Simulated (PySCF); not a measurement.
# Radial density of Rh²⁺ (rhodium, charge +2)

BP86, [Kr] 4d7, high-spin 4F determinant. Calculation: PySCF 2.14, in x2c-SVPall (6s5p5d1f, 53 functions); the spin-free X2C one-electron Hamiltonian (Gaussian nucleus).

| r (bohr) | 4πr²ρ (e/bohr) | 4πr²(ρα − ρβ) |
| --- | --- | --- |
| 0.0275 | 56.06 | -0.0001 |
| 0.0463 | 48.43 | 0.0034 |
| 0.0778 | 65.26 | 0.0409 |
| 0.131 | 64.06 | 0.2339 |
| 0.220 | 47.53 | 0.5546 |
| 0.370 | 51.23 | 0.1858 |
| 0.623 | 15.83 | 0.5002 |
| 1.05 | 15.07 | 2.3887 |
| 1.76 | 4.444 | 1.3236 |
| 2.97 | 0.3833 | 0.1414 |
| 4.99 | 0.002577 | 0.0005 |

Densities and radii are taken from the X2C orbitals without a picture-change correction, which distorts them close to the nucleus.
